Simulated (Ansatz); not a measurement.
The cluster AlF₃. Charge 0, multiplicity 1. Geometry relaxed at PBE-D4/def2-TZVP.

```xyz
4

Al    0.000    0.000    0.000
F    -0.632    1.124   -1.024
F    -0.947   -0.677    1.166
F     1.579   -0.448   -0.142
```

The structure comes from a short search, and lower isomers may exist.

Problem. Estimate the harmonic wavenumbers at RKS PBE-D4/def2-TZVP (Ansatz, unscaled). Is this a minimum?

Solution. 237, 237, 284, 665, 922, 922 cm⁻¹. Yes, no mode is imaginary beyond noise. Zero-point energy 19.5 kJ/mol. It took 17 s on 4 threads of Arm Neoverse N1 on a shared host.
